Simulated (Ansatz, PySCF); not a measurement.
The pair A = C2H2 (SMILES C#C) (first 4 atoms), B = GeH4 (SMILES [GeH4]); geometry from B3LYP-D3(BJ)/def2-TZVP.
(charge 0, multiplicity 1):
```json
[
 {"atom": "C", "x (Å)": "0.6088", "y (Å)": "0.3271", "z (Å)": "-0.0053"},
 {"atom": "C", "x (Å)": "-0.5606", "y (Å)": "0.0734", "z (Å)": "-0.0210"},
 {"atom": "H", "x (Å)": "1.6472", "y (Å)": "0.5519", "z (Å)": "0.0136"},
 {"atom": "H", "x (Å)": "-1.5990", "y (Å)": "-0.1521", "z (Å)": "-0.0326"},
 {"atom": "Ge", "x (Å)": "-0.0201", "y (Å)": "-0.1596", "z (Å)": "3.7048"},
 {"atom": "H", "x (Å)": "-0.9554", "y (Å)": "0.9912", "z (Å)": "3.3104"},
 {"atom": "H", "x (Å)": "1.4059", "y (Å)": "0.1445", "z (Å)": "3.2244"},
 {"atom": "H", "x (Å)": "-0.5105", "y (Å)": "-1.4691", "z (Å)": "3.0725"},
 {"atom": "H", "x (Å)": "-0.0163", "y (Å)": "-0.3070", "z (Å)": "5.2364"}
]
```

Correlated levels freeze the cores. Filled d and f shells under p-block atoms count as core. Rows in 6-31G* carry no dispersion term and start afresh at each structure (6-31G* with six Cartesian d functions); the Pople sets are all-electron and without relativity.

Codes used: Ansatz (Gaussian orbitals); PySCF for 6-31G* rows. 

Total energies (hartree), monomers frozen at their geometry in the pair:

```
structure                  HF/6-31G*  HF/aug-cc-pVDZ  CCSD(T)/aug-cc-pVDZ
---------------------  -------------  --------------  -------------------
AB                     -2154.1980708   -2154.4720309        -2154.9166651
A in the pair's basis    -76.8187271     -76.8288186          -77.1195766
B in the pair's basis  -2077.3804899   -2077.6441781        -2077.7957586
A                        -76.8174816     -76.8286789          -77.1188935
B                      -2077.3803954   -2077.6439160        -2077.7952000
```

Problem. Work out the interaction energy without and with the counterpoise correction, and the superposition error, for each level.

Solution. 
E(AB) − E(A) − E(B), times 627.509 kcal/mol, with the monomers in their own basis and then in the pair's basis:
- HF/6-31G*: -0.12 uncorrected, 0.72 corrected; the monomers gain 0.84 kcal/mol from borrowed functions
- HF/aug-cc-pVDZ: 0.35 uncorrected, 0.61 corrected; the monomers gain 0.25 kcal/mol from borrowed functions
- CCSD(T)/aug-cc-pVDZ: -1.61 uncorrected, -0.83 corrected; the monomers gain 0.78 kcal/mol from borrowed functions

Ansatz is an electronic-structure program.
